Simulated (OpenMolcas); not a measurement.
Systems:
- [NiF6]4-, a model complex in vacuum: trigonal octahedron, bonds 50° from the threefold axis, Ni–F 1.96 Å; shape imposed, not necessarily the one it adopts

Method: state-averaged CASSCF on the open d shell with SC-NEVPT2, ANO basis sets as named, scalar-relativistic DKH2, RICD, in OpenMolcas. State energies are spin-free and vertical. Orbital splittings and repulsion parameters are fits to the integrals of the highest spin's CASSCF orbitals. J levels and χT include spin-orbit coupling (RASSI on CASSCF energies). Times are rough, from shared cores.

| case | ground state | first state of the same spin (cm⁻¹) | first state of another spin (cm⁻¹) | d-orbital splitting (cm⁻¹) | Racah B (cm⁻¹) | χT at 300 K (cm³ K/mol) | basis functions | relative time |
|---|---|---|---|---|---|---|---|---|
| ANO-RCC-VDZP | ³A₂g(1) | ³Eg(1) 8640 | ¹Eg(1) 15410 | 7060 | 1274 | 1.44 | 118 | 4 |
| ANO-RCC-MB | ³A₂g(1) | ³Eg(1) 10560 | ¹Eg(1) 14790 | 10550 | 1170 | 1.27 | 48 | 1 |
| ANO-RCC-VDZ | ³A₂g(1) | ³Eg(1) 8610 | ¹Eg(1) 15330 | 7070 | 1275 | 1.44 | 81 | 2 |
| ANO-RCC-VTZP | ³A₂g(1) | ³Eg(1) 8380 | ¹Eg(1) 14800 | 6860 | 1287 | 1.45 | 239 | 40 |

No ligand orbital and no second metal shell is active in the minimal space. Bond lengths were set by rule and not optimised; energies are vertical at this geometry. Gaps under about 300 cm⁻¹ between spin-free states are not resolved by the perturbation step. Anions stand alone here, with no counter-ions or solvent.
